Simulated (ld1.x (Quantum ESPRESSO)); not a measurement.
## Before and after: ultrasoft potential for Ga (Z = 31)

| Property | Result |
| --- | --- |
| Element | gallium |
| Generator | ld1.x (Quantum ESPRESSO) 7.5 |
| Type | ultrasoft |
| Functional | PBE |
| Relativity | fully relativistic |
| Frozen core | [Ar] |
| Valence charge | 13 |
| Reference configuration | 3d10 4s1 4p2 |
| Partial waves | 4s (bound): rcut 1.95, rcutus 2.05 bohr; 4s channel at -0.25 Ry: rcut 1.95, rcutus 2.05 bohr; 4p (bound): rcut 1.75, rcutus 2.10 bohr; 4p channel at 2.05 Ry: rcut 1.75, rcutus 2.10 bohr; 3d (bound): rcut 1.30, rcutus 1.60 bohr; 3d channel at -1 Ry: rcut 1.30, rcutus 1.60 bohr |
| Local potential | all-electron potential smoothed inside 1.75 bohr (lloc = -1) |
| Core correction | Bessel-smoothed model core, default radius (core density twice the valence density) |
| Augmentation charge | PSQ, inside the norm-conserving radii |

Open shells are filled in proportion to 2j + 1 (rel_dist='average').

All-electron outer shells of the reference configuration (PBE, scalar-relativistic, ld1.x):

```tsv
shell	level (eV)	outermost node (bohr)	outermost maximum (bohr)
3s	-150.06	0.27	0.56
3p	-100.79	0.24	0.56
3d	-21.04	–	0.53
4s	-10.04	0.80	1.87
4p	-3.35	0.87	2.47
```

Change: local potential all-electron potential smoothed inside 1.36 bohr (lloc = -1).

Cutoffs: the cutoffs (Ry, on a coarse ladder) from which the occupation-weighted sum of valence levels, in a spherical-Bessel basis at the reference potential, stays within 10 and 1 mRy of its value at 400 Ry; they do not see the model core or the augmentation charge, which bear on the density cutoff. Errors are all-electron minus pseudo energies relative to the spin-unpolarised reference configuration.

Problem. How do hardness, ghosts and transferability respond?

Solution. The potential gets neither clearly harder nor softer (45 Ry and 70 Ry → 45 Ry and 70 Ry); the errors of the 7 common tests hardly move; the range in which the s phases agree narrows (upper end 4.0 → 2.2); neither file shows a bound ghost.

| quantity | base | changed |
| --- | --- | --- |
| cutoff, loose | 45 Ry | 45 Ry |
| cutoff, tight | 70 Ry | 70 Ry |
| bound ghosts | none | none |
| error for 3d10 4s2 4p1, meV [ΔE -6.54 eV] | -5.9 | -5.9 |
| error for 3d10 4s2 4p0, meV [ΔE -0.85 eV] | -5.5 | -5.5 |
| error for 3d10 4s1 4p0, meV [ΔE 20.28 eV] | -1.4 | -1.3 |
| error for 3d10 4s0 4p0, meV [ΔE 51.55 eV] | -48 | -48 |
| error for 3d10 4s0 4p3, meV [ΔE 6.83 eV] | -6.9 | -6.9 |
| error for 3d9 4s2 4p1, meV [ΔE 21.16 eV] | -218 | -219 |
| error for 3d10 4s1 4p1, meV [ΔE 6.52 eV] | 0.0 | 0.0 |
| s: phases at 2.30 bohr within 0.05 rad from the reference energy up to (Ry; the scan ends near 5) | 4.0 | 2.2 |
| p1/2: phases at 2.30 bohr within 0.05 rad from the reference energy up to (Ry; the scan ends near 5) | to the end of the scan | to the end of the scan |
| p3/2: phases at 2.30 bohr within 0.05 rad from the reference energy up to (Ry; the scan ends near 5) | to the end of the scan | to the end of the scan |
| d3/2: phases at 2.30 bohr within 0.05 rad from the reference energy up to (Ry; the scan ends near 5) | to the end of the scan | to the end of the scan |
| d5/2: phases at 2.30 bohr within 0.05 rad from the reference energy up to (Ry; the scan ends near 5) | to the end of the scan | to the end of the scan |
| lowest overlap eigenvalue by channel | s 0.37, p1/2 0.61, p3/2 0.61, d3/2 0.92, d5/2 1.00 | s 0.32, p1/2 0.56, p3/2 0.56, d3/2 0.93, d5/2 1.00 |
